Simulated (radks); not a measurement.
Charge is removed step by step from the 5p3/2 level of Ir, starting from [Kr] 4d10 4f14 5s2 5p(1/2: 2, 3/2: 4) 5d7 6s2. Calculated with a radial shooting solver on a logarithmic mesh with Libxc functionals: Dirac Kohn-Sham, LDA (Slater exchange, Perdew-Wang correlation), spin-unpolarised, spherical densities, point nucleus; open shells fill j = l - 1/2 first.

[
 {"removed (e)": "0", "E - E(0) (eV)": "0.000", "eigenvalue (eV)": "-50.929", "E minus straight line (eV)": "0.000"},
 {"removed (e)": "0.1", "E - E(0) (eV)": "5.152", "eigenvalue (eV)": "-52.113", "E minus straight line (eV)": "-0.565"},
 {"removed (e)": "0.2", "E - E(0) (eV)": "10.423", "eigenvalue (eV)": "-53.321", "E minus straight line (eV)": "-1.009"},
 {"removed (e)": "0.3", "E - E(0) (eV)": "15.817", "eigenvalue (eV)": "-54.553", "E minus straight line (eV)": "-1.332"},
 {"removed (e)": "0.4", "E - E(0) (eV)": "21.335", "eigenvalue (eV)": "-55.806", "E minus straight line (eV)": "-1.531"},
 {"removed (e)": "0.5", "E - E(0) (eV)": "26.979", "eigenvalue (eV)": "-57.081", "E minus straight line (eV)": "-1.603"},
 {"removed (e)": "0.6", "E - E(0) (eV)": "32.752", "eigenvalue (eV)": "-58.375", "E minus straight line (eV)": "-1.547"},
 {"removed (e)": "0.7", "E - E(0) (eV)": "38.655", "eigenvalue (eV)": "-59.688", "E minus straight line (eV)": "-1.360"},
 {"removed (e)": "0.8", "E - E(0) (eV)": "44.690", "eigenvalue (eV)": "-61.019", "E minus straight line (eV)": "-1.041"},
 {"removed (e)": "0.9", "E - E(0) (eV)": "50.859", "eigenvalue (eV)": "-62.368", "E minus straight line (eV)": "-0.589"},
 {"removed (e)": "1", "E - E(0) (eV)": "57.164", "eigenvalue (eV)": "-63.734", "E minus straight line (eV)": "0.000"}
]

Removing the whole electron costs 57.164 eV by Delta-SCF, against 50.929 eV from minus the eigenvalue at the starting occupation. Slater's transition state (half an electron removed) gives 57.081 eV. Integrating minus the eigenvalue over the occupation (Janak's theorem) gives 57.164 eV. The mean slope of the eigenvalue, de/dn, is 12.8 eV per electron.
